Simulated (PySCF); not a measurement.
Gas-phase equilibrium of 1 mol GeF4, 3.2 mol H2 at 800 K and 10.0 bar, among 16 species (GeH4, Ge2H6, F2, GeF2, GeF3, F, H, GeH3F, GeHF3, HF, H2, Ge3H8, GeH3, GeH2F2, GeH2, GeF4). Only gases are allowed; each row takes one source of thermochemistry for all species, and Cantera finds the minimum.

Method: PySCF energies plus ideal-gas RRHO corrections (1 bar). † marks an energy on the PBE0/def2-TZVP geometry and frequencies. MP2 freezes the core. The species in the table below are closed-shell singlets. B3LYP is the form with VWN-RPA correlation. Ge: all electrons, no relativistic terms. GeHF3: computed as isolated molecules; such fragments, hydroxides, amides, oligomers or adducts are transient or little studied in the gas. MP2 isn't extrapolated to the basis-set limit. The harmonic model lacks anharmonicity and excited electronic states, which grow with temperature; levels with a mode under 35 cm⁻¹ are left out.

Molecules larger than those listed are left out, and so are free Ge atoms, whose spin-orbit terms are large. Also missing: (HF)n, which can matter at low temperature or high pressure. Table species left out: H2F2, H3F3, H4F4.

Mole fractions:

```
thermochemistry     x H2  x HF  x GeF2   x GeF4  x GeHF3
------------------  ----  ----  ------  -------  -------
B3LYP/def2-TZVP†    0.44  0.37    0.18    0.010   0.0018
BLYP/def2-TZVP†     0.42  0.38    0.19  0.00076   8.7e-5
MP2/def2-TZVPP†     0.64  0.13   0.037     0.14    0.056
PBE0/def2-QZVP†     0.46  0.34    0.16    0.019    0.017
ωB97M-V/def2-TZVP†  0.52  0.27    0.13    0.064    0.011
ωB97X-V/def2-TZVP†  0.63  0.14   0.051     0.14    0.037
```
The most sensitive of these is GeHF3: it spans a factor of 10^2.8 over these rows; at this temperature one factor of ten is RT ln 10 = 15 kJ/mol.
